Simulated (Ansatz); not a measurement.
C2H6F2GeO2, SMILES `C[O][Ge]([F])([F])[O]C`, one more setting.

```yaml
crystal:
  periodic: [false, false, false]
  atoms:
    - {symbol: C, position_ang: [-1.897518, -0.464245, 0.924324]}
    - {symbol: O, position_ang: [-1.210052, -0.828654, -0.264674]}
    - {symbol: Ge, position_ang: [0.512861, -1.052822, -0.232875]}
    - {symbol: F, position_ang: [0.957302, -2.230661, 0.922692]}
    - {symbol: F, position_ang: [0.928402, -1.643256, -1.781698]}
    - {symbol: O, position_ang: [1.437880, 0.363738, 0.163784]}
    - {symbol: C, position_ang: [1.394728, 1.498317, -0.690560]}
    - {symbol: H, position_ang: [-1.846363, -1.258370, 1.674678]}
    - {symbol: H, position_ang: [-2.941400, -0.303849, 0.653099]}
    - {symbol: H, position_ang: [-1.501894, 0.460404, 1.357071]}
    - {symbol: H, position_ang: [1.978209, 2.283296, -0.208549]}
    - {symbol: H, position_ang: [0.371886, 1.861010, -0.835472]}
    - {symbol: H, position_ang: [1.836358, 1.280190, -1.667119]}
basis:
  gaussian: {orbitals: x2c-TZVPPall}
total_charge: 1
magnetization: {spin_polarized: true, initial_magnetization: 1}
hamiltonian: {xc: {name: HF}, dispersion: d4}
output: {forces: true}
```

```sh
$ ansatz run in.yaml --threads 2 --pin off --events-out ev --progress --plain --max-ram 32768MiB --backend cuda --devices 0, --max-vram 18GiB
```

It prints (some lines left out):

```
Functional definition: HF
  name "HF"
  cite "Fock, Z. Phys. 61, 126 (1930) doi:10.1007/BF01340294"
  parent pbe
  exchange = exact_x
  correlation = 0
2059 factors; their error is unknown
mean field evaluation 1: about -68703.2311 eV, gradient 4.7e1 eV
mean field evaluation 2: about -68708.1851 eV, gradient 3.3e1 eV
mean field evaluation 4: about -68711.8027 eV, gradient 3.7e0 eV
mean field evaluation 8: about -68712.3609 eV, gradient 3.0e-1 eV
mean field evaluation 16: about -68713.0896 eV, gradient 4.5e-3 eV
mean field evaluation 64: about -68713.0882 eV, gradient 8.2e-2 eV
mean field evaluation 192: about -68710.9450 eV, gradient 8.7e-2 eV
mean field -68713.08970875 eV, -2525.1594713916 hartree, gradient 1.6e-5 eV, S^2 0.761594; 4 other end points of the search recorded, 0 dependent functions left out
the calculation of the forces begins
reference -68713.08970875 eV, -2525.1594713916 hartree; 42, 41 occupied and 276, 277 virtual orbitals, 2059 factors
Total energy: -68713.94271730 eV, -2525.1908188774 hartree
Relativity: scalar
Atom 0 at    -1.897518    -0.464245     0.924324 Å, force    -0.852737     0.124540     0.791763 eV/Å
Atom 1 at    -1.210052    -0.828654    -0.264674 Å, force     2.495944     0.575772     0.215736 eV/Å
Atom 2 at     0.512861    -1.052822    -0.232875 Å, force    -3.938514    -6.954154    -1.518060 eV/Å
Atom 3 at     0.957302    -2.230661     0.922692 Å, force    -0.095969     1.801600    -1.149071 eV/Å
Atom 4 at     0.928402    -1.643256    -1.781698 Å, force     0.115968     1.353482     1.849622 eV/Å
Atom 5 at     1.437880     0.363738     0.163784 Å, force     1.362582     2.491240     0.157691 eV/Å
Atom 6 at     1.394728     1.498317    -0.690560 Å, force     0.906738     2.535531    -0.216859 eV/Å
Atom 7 at    -1.846363    -1.258370     1.674678 Å, force     0.055751     0.289619    -0.412442 eV/Å
Atom 8 at    -2.941400    -0.303849     0.653099 Å, force     0.498633    -0.063768     0.065853 eV/Å
Atom 9 at    -1.501894     0.460404     1.357071 Å, force    -0.150055    -0.304269    -0.212165 eV/Å
Atom 10 at     1.978209     2.283296    -0.208549 Å, force    -0.233703    -0.491890    -0.117070 eV/Å
Atom 11 at     0.371886     1.861010    -0.835472 Å, force     0.053112    -0.753779     0.206358 eV/Å
Atom 12 at     1.836358     1.280190    -1.667119 Å, force    -0.217750    -0.603923     0.338646 eV/Å
Dipole moment:     0.324609     1.686832     0.128537 e Å
```

Hardware: 2 threads of an AMD EPYC 7R13 on a shared host and a share of an NVIDIA H100 80 GB. Wall time 24 s, peak host memory 1 GiB.
